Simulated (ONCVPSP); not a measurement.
## Reading a pseudo-wave (thallium)

Columns: radius, all-electron u(r) and pseudo u(r) of the 5p shell (level -76.10 eV) of thallium in the configuration [Kr] 4d10 4f14 5s2 5p6 5d10 6s2 6p1; PBE, scalar-relativistic, ONCV scheme, ONCVPSP 4.0.1.

```csv
r (bohr),all-electron,pseudo
0.108,0.3737,0.0427
0.215,-0.1026,0.1619
0.322,-0.6394,0.3382
0.430,-0.3523,0.5453
0.538,0.2384,0.7497
0.645,0.7399,0.9206
0.752,1.0447,1.0389
0.860,1.1691,1.0946
0.968,1.1622,1.0868
1.075,1.0782,1.0266
1.182,0.9565,0.9294
1.290,0.8218,0.8111
1.398,0.6907,0.6878
1.505,0.5723,0.5718
1.612,0.4686,0.4685
1.720,0.3796,0.3795
1.828,0.3053,0.3052
1.935,0.2447,0.2446
2.042,0.1952,0.1952
2.150,0.1549,0.1549
2.258,0.1225,0.1225
2.365,0.0969,0.0969
2.472,0.0765,0.0765
2.580,0.0601,0.0601
2.688,0.0472,0.0472
2.795,0.0371,0.0371
```

(1) How many radial nodes do the two functions have?

(2) At about which radius was the pseudo-wave matched?

(3) Is the pseudo-wave norm-conserving?

Answers

(1) The all-electron 5p function has n − l − 1 = 3 (the table is too coarse to show those close to the nucleus); the pseudo-wave has 0, since the states of the same l below it are removed with the core.

(2) 1.65 bohr, where the columns begin to agree (steps of 0.11 bohr).

(3) Yes: the ONCV scheme keeps the norm inside the radius equal to the all-electron one, which fixes the energy derivative of the logarithmic derivative at the level.
